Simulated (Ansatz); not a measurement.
Ansatz (an electronic-structure program) input:

Ansatz 0.2 input:
```yaml
crystal:
  periodic: [false, false, false]
  atoms:
    - {symbol: C, position_ang: [-2.96875730, -0.09314920, -0.17247785]}
    - {symbol: O, position_ang: [-1.77408394, -0.18986198, -0.95229490]}
    - {symbol: Ge, position_ang: [-0.20167121, -0.03311555, -0.18123455]}
    - {symbol: Br, position_ang: [0.05915163, -1.67361398, 1.42438106]}
    - {symbol: Br, position_ang: [1.34452838, -0.26269055, -1.85120164]}
    - {symbol: Br, position_ang: [-0.02309818, 2.03204981, 0.83879923]}
    - {symbol: H, position_ang: [-3.05002175, 0.88421384, 0.30926314]}
    - {symbol: H, position_ang: [-3.80071793, -0.22079128, -0.86336339]}
    - {symbol: H, position_ang: [-3.01092996, -0.87701879, 0.58757923]}
basis:
  gaussian:
    orbitals: def2-TZVPD
hamiltonian:
  xc: {name: B2PLYP}
magnetization: {spin_polarized: true, initial_magnetization: 2}
correlation: {electrons: outside_noble_gas}
```

Q: Predict the final energy.

A: -9912.87833 Eh (B2PLYP/def2-TZVPD). The basis has 329 functions.

This state (charge 0, triplet) is run at the relaxed geometry of the species with charge 0 and multiplicity 1, and is a spin state other than that species' own.
